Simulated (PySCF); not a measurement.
Molfile (atoms numbered from 1):
```
C5H9FSi2
     RDKit          3D

 17 17  0  0  0  0  0  0  0  0999 V2000
    3.4720   -2.4716    0.6606 C   0  0  0  0  0  0  0  0  0  0  0  0
    2.9026   -1.4571    0.3559 C   0  0  0  0  0  0  0  0  0  0  0  0
    2.0319    0.1071   -0.1032 Si  0  0  0  0  0  4  0  0  0  0  0  0
   -0.2165   -0.3802   -0.3254 Si  0  0  1  0  0  4  0  0  0  0  0  0
   -1.4226    0.2511    1.0286 C   0  0  0  0  0  0  0  0  0  0  0  0
   -2.2856    0.9184   -0.0432 C   0  0  1  0  0  0  0  0  0  0  0  0
   -2.6697    2.2009    0.3018 F   0  0  0  0  0  0  0  0  0  0  0  0
   -1.3360    0.8841   -1.2417 C   0  0  0  0  0  0  0  0  0  0  0  0
    3.9703   -3.3598    0.9265 H   0  0  0  0  0  0  0  0  0  0  0  0
    2.3479    1.0777    0.9555 H   0  0  0  0  0  0  0  0  0  0  0  0
    2.6491    0.5769   -1.3519 H   0  0  0  0  0  0  0  0  0  0  0  0
   -0.5950   -1.7472   -0.7259 H   0  0  0  0  0  0  0  0  0  0  0  0
   -1.9620   -0.4513    1.6582 H   0  0  0  0  0  0  0  0  0  0  0  0
   -0.9884    1.0100    1.6779 H   0  0  0  0  0  0  0  0  0  0  0  0
   -3.2146    0.3721   -0.2322 H   0  0  0  0  0  0  0  0  0  0  0  0
   -1.8173    0.6198   -2.1796 H   0  0  0  0  0  0  0  0  0  0  0  0
   -0.8729    1.8609   -1.3720 H   0  0  0  0  0  0  0  0  0  0  0  0
  1  2  3  0
  2  3  1  0
  3  4  1  0
  4  5  1  0
  5  6  1  0
  6  7  1  0
  6  8  1  0
  8  4  1  0
  1  9  1  0
  3 10  1  0
  3 11  1  0
  4 12  1  6
  5 13  1  0
  5 14  1  0
  6 15  1  6
  8 16  1  0
  8 17  1  0
M  END
```

Calculated, not measured (PySCF): geometry: GFN2-xTB, shielding tensors at PBE0/pcSseg-1 (GIAO). In vacuum, one averaged value for each set of equivalent atoms, non-relativistic, one computed conformer.

Chemical shifts δ = σref − σ; 13C (186.93 ppm) and 1H (31.72 ppm) and 29Si (349.16 ppm) vs TMS; 19F (170.95 ppm) vs CFCl3, all at this level.

```tsv
atoms	nucleus	count	Hirshfeld charge	δ (ppm)
C1	13C	1	-0.09	?
H9	1H	1	0.10	1.98
H14/H17	1H	2	0.04	?
H13/H16	1H	2	0.04	2.06
C2	13C	1	-0.16	82.8
F7	19F	1	-0.13	-147.8
H12	1H	1	-0.07	4.52
C6	13C	1	0.06	91.1
Si4	29Si	1	0.28	-66.6
Si3	29Si	1	0.27	-97.8
H10/H11	1H	2	-0.06	?
H15	1H	1	0.04	?
C5/C8	13C	2	-0.17	23.3
```

Complete the table.

## Answers


- C1: 106.9 ppm, terminal alkyne carbon
- H15: 5.33 ppm, hydrogen on an sp3 CH bonded to F; its carbon carries F, hence the downfield position
- H10/H11: 4.48 ppm, hydrogen on a silicon bonded to C, Si
- H14/H17: 1.77 ppm, hydrogen on an sp3 CH2 bonded to Si

Shifts are as computed. Against solution values, carbons near 30 ppm lie about +3 ppm off and those near 130 ppm about +5 ppm. Of 1211 compounds with measured shifts, 218 miss one by over three times the rms of a fit or turn the order of signals round; such compounds aren't used in these exercises. Unscaled 19F shifts against computed CFCl3 carry errors that often reach 10 to 50 ppm.
